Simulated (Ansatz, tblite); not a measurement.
Forces on 1-ethyl-3-methylimidazolium trifluoroacetate (C₈H₁₁F₃N₂O₂) at its PBE0-D4/def2-SVP geometry. Charge 0, multiplicity 1.

The xTB rows come from tblite.

GFN2-xTB (tblite), largest force 0.73 eV/Å:

```xyz
26
positions Å, forces eV/Å
C     0.622    3.006   -1.276    0.422    0.297   -0.168
C    -0.545    2.170   -0.790   -0.502   -0.408    0.124
N    -0.511    0.806   -1.311    0.067    0.271   -0.046
C    -0.825    0.386   -2.584    0.035    0.176    0.203
C    -0.622   -0.962   -2.608    0.068   -0.208    0.193
N    -0.188   -1.326   -1.353    0.053   -0.226    0.081
C     0.144   -2.667   -0.896   -0.146    0.297   -0.133
C    -0.123   -0.241   -0.580   -0.048   -0.029   -0.378
H     0.554    4.018   -0.851    0.002   -0.410   -0.144
H     0.632    3.099   -2.373   -0.036   -0.078    0.396
H     1.577    2.567   -0.953   -0.380    0.134   -0.109
H    -0.532    2.074    0.306    0.116    0.075   -0.229
H    -1.510    2.614   -1.079    0.241    0.001   -0.030
H    -1.172    1.065   -3.358    0.188   -0.347    0.415
H    -0.759   -1.685   -3.407    0.080    0.373    0.412
H     0.265   -2.621    0.203   -0.004   -0.083   -0.323
H     1.073   -3.005   -1.376   -0.268    0.069    0.185
H    -0.675   -3.351   -1.155    0.270    0.153    0.089
H     0.169   -0.153    0.523   -0.171   -0.018   -0.684
O     0.259   -2.009    2.108    0.019    0.593    0.054
C     0.330   -0.888    2.620    0.019    0.010   -0.730
O     0.375    0.235    2.063   -0.050   -0.661    0.246
C     0.360   -0.813    4.167    0.023    0.008   -0.328
F     1.451   -0.166    4.593    0.220    0.146    0.289
F    -0.706   -0.143    4.627   -0.214    0.151    0.284
F     0.356   -2.013    4.742   -0.002   -0.284    0.331
```

PBE-D4/def2-TZVP (Ansatz), largest force 1.10 eV/Å:

```
C 0.185 0.113 -0.086
C -0.190 0.168 0.202
N -0.063 0.152 -0.109
C -0.139 0.206 -0.383
C -0.088 -0.225 -0.390
N -0.005 -0.184 -0.101
C 0.058 -0.277 0.091
C 0.207 0.048 0.571
H -0.003 -0.030 -0.013
H -0.001 -0.003 0.043
H -0.037 0.018 -0.013
H 0.000 0.018 -0.035
H 0.026 0.000 -0.003
H 0.033 -0.070 0.078
H 0.010 0.072 0.078
H 0.013 -0.005 -0.058
H -0.027 0.007 0.009
H 0.024 0.014 -0.007
H -0.026 -0.028 -0.071
O -0.066 -1.013 -0.432
C 0.017 0.062 0.387
O 0.057 0.931 -0.369
C 0.000 -0.084 -0.623
F 0.893 0.512 0.364
F -0.875 0.533 0.385
F -0.001 -0.935 0.487
```

r2SCAN-D4/def2-TZVP (Ansatz), largest force 0.53 eV/Å:

```
C 0.284 0.165 -0.127
C -0.295 0.243 0.316
N -0.001 -0.100 -0.107
C -0.101 0.052 -0.353
C -0.100 -0.074 -0.351
N -0.048 0.097 -0.084
C 0.094 -0.414 0.184
C 0.152 0.036 0.431
H -0.002 -0.254 -0.098
H -0.015 -0.036 0.271
H -0.245 0.096 -0.079
H 0.008 0.021 -0.271
H 0.229 -0.103 0.040
H 0.113 -0.214 0.264
H 0.046 0.229 0.271
H -0.019 -0.006 -0.351
H -0.230 0.099 0.099
H 0.192 0.181 0.038
H -0.085 -0.057 -0.276
O -0.031 -0.349 -0.137
C 0.009 0.013 0.098
O 0.033 0.359 -0.053
C 0.004 -0.079 -0.415
F 0.417 0.244 0.210
F -0.412 0.257 0.219
F 0.001 -0.405 0.262
```
